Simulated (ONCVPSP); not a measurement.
Logarithmic derivatives: W, ONCV

ONCVPSP 4.0.1 input, shortened (lines: element, Z, core and valence counts, functional; n l f; lmax; l rc ep ncon nbas qcut; lloc lpopt rc5 dvloc0; l nproj debl; icmod fcfact rcfact), PBE, scalar-relativistic:

```
  W 74.00   12    2        4      upf
    1    0    2.00
    2    0    2.00
    2    1    6.00
    3    0    2.00
    3    1    6.00
    3    2   10.00
    4    0    2.00
    4    1    6.00
    4    2   10.00
    4    3   14.00
    5    0    2.00
    5    1    6.00
    5    2    4.00
    6    0    2.00
    2
    0    2.95    0.00    3    6    2.80
    1    3.15    0.11    3    6    2.70
    2    1.95    0.00    4    8    5.80
    4    4    1.60   -1.00
    0    2    2.70
    1    3    3.30
    2    2    0.30
    3    5.50    1.35
```

In the p channel the program set the typed energies aside and used 0.050, 3.350, 6.650 Ha.

The phase is arctan(r·R′/R) of the radial function R(r), unwrapped; energies in Ha, scanned from -2 to 5 Ha. A pole is an energy at which the radial function vanishes at the test radius. The pseudo phase is shifted by a multiple of π to meet the all-electron one at the reference energy, and phase errors are pseudo minus all-electron; the curves can meet again beyond the range given. Levels narrower than the energy grid can be missing from the lists of poles. n/a: not evaluated, since a narrow level or a reset projector energy made the automatic matching unsafe.

```csv
channel,radius (bohr),reference energy (Ha),"poles, all-electron","poles, pseudo",unbroken range about the reference energy with phases within 0.05 rad,phase error 1 Ha above the reference energy (rad)
s,2.99,-0.21,"0.54, 4.00","0.23, 0.56, 3.81",below 0.2,-3.138
p,3.19,0.05,"0.92, 4.04","0.90, 4.02",n/a,n/a
d,1.98,-0.16,0.88,0.88,the whole range,-0.000
```

Note: no bound ghost flagged; GHOST(+) flagged for s at 6.8 eV, p at 145.3 eV.

Phases in the d channel:

```
E (Ha)  all-electron  pseudo
 -1.98         1.167   1.167
 -1.62         1.079   1.079
 -1.26         0.918   0.918
 -0.90         0.553   0.553
 -0.54        -0.286  -0.286
 -0.18        -1.024  -1.024
  0.18        -1.331  -1.331
  0.54        -1.481  -1.481
  0.90        -1.576  -1.576
  1.26        -1.650  -1.651
  1.62        -1.722  -1.722
  1.98        -1.804  -1.804
  2.34        -1.919  -1.920
  2.70        -2.118  -2.122
  3.06        -2.554  -2.569
  3.42        -3.403  -3.434
  3.78        -4.027  -4.046
  4.14        -4.294  -4.306
  4.50        -4.427  -4.436
  4.86        -4.506  -4.514
```
